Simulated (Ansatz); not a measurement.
`OCOC[SiH3]` + `O[SiH2]S` → `O[SiH2]SC[SiH3]` + `OCO`  (substitution at a C–O bond)

Isolated molecules relaxed with PBE0-D4/def2-TZVP in Ansatz; ΔE leaves out vibrations. CBS: MP2 limit from def2 TZ/QZ plus the TZ coupled-cluster correction, frozen cores. This one scheme is used for every species. DFT in def2-TZVPP. B3LYP here is the variant with VWN-RPA as its local correlation; programs differ in this. One conformer a species, not always the lowest.

`OCOC[SiH3]`:

Cartesian coordinates in Å:
```
O 1.038 -0.945 1.937
C 0.243 -1.313 0.849
O 0.691 -0.784 -0.360
C 0.551 0.632 -0.452
Si -1.157 1.141 -1.099
H 1.917 -1.310 1.800
H 0.231 -2.397 0.700
H -0.765 -0.959 1.095
H 1.312 0.979 -1.157
H 0.778 1.105 0.510
H -1.244 2.627 -1.135
H -2.239 0.620 -0.221
H -1.357 0.603 -2.469
```

`O[SiH2]S`:

Cartesian coordinates in Å:
```
O -0.016 1.040 1.085
Si 0.310 0.286 -0.337
S -0.816 -1.502 -0.629
H -0.938 1.211 1.289
H -0.058 1.108 -1.517
H 1.762 0.014 -0.287
H -0.245 -2.157 0.396
```

`O[SiH2]SC[SiH3]`:

Cartesian coordinates in Å:
```
O -0.517 2.632 -1.915
Si -0.529 1.565 -0.667
S 1.235 0.361 -0.770
C 0.579 -1.262 -0.249
Si 0.267 -1.281 1.604
H -0.313 2.278 -2.783
H -0.612 2.414 0.540
H -1.670 0.608 -0.712
H -0.321 -1.503 -0.818
H 1.345 -1.992 -0.521
H -0.284 -2.595 2.038
H 1.537 -1.013 2.323
H -0.716 -0.213 1.929
```

`OCO`:

```xyz
7

O     0.912   -0.426    0.687
C     0.008    0.409    0.028
O    -0.925   -0.294   -0.737
H     0.414   -0.986    1.290
H     0.624    1.074   -0.586
H    -0.586    1.005    0.730
H    -0.446   -0.782   -1.413
```

Question: Is it downhill or uphill in electronic energy at CCSD(T)/CBS, and by how much? (Best estimate.)

Answer: Computed: Downhill: ΔE = -0.44 eV.

Question: What do these levels give: B3LYP-D4, B2PLYP, PBE, r2SCAN, PBE0, HF/def2-TZVPP, MP2/def2-TZVPP, CCSD/def2-TZVPP, HF/def2-QZVPP, MP2/def2-QZVPP, SCS-MP2/def2-QZVPP, HF/CBS(def2)? (An estimate is asked.)

Answer: The calculation gave: B3LYP-D4 -0.37, B2PLYP -0.35, PBE -0.35, r2SCAN -0.36, PBE0 -0.38, HF/def2-TZVPP -0.28, MP2/def2-TZVPP -0.47, CCSD/def2-TZVPP -0.36, HF/def2-QZVPP -0.29, MP2/def2-QZVPP -0.50, SCS-MP2/def2-QZVPP -0.44, HF/CBS(def2) -0.29 eV.

Largest T1 diagnostic among the species: 0.012.

In def2-TZVPP, CCSD(T) changes the Hartree–Fock value by −0.10 eV (the triples alone add −0.02 eV) and MP2 by −0.18 eV. The D4 term adds −0.08 eV with B3LYP and −0.04 eV with PBE0; it sums over pairs of atoms, weighted by their polarisabilities, and B3LYP, whose exchange is more repulsive, gets the larger term.
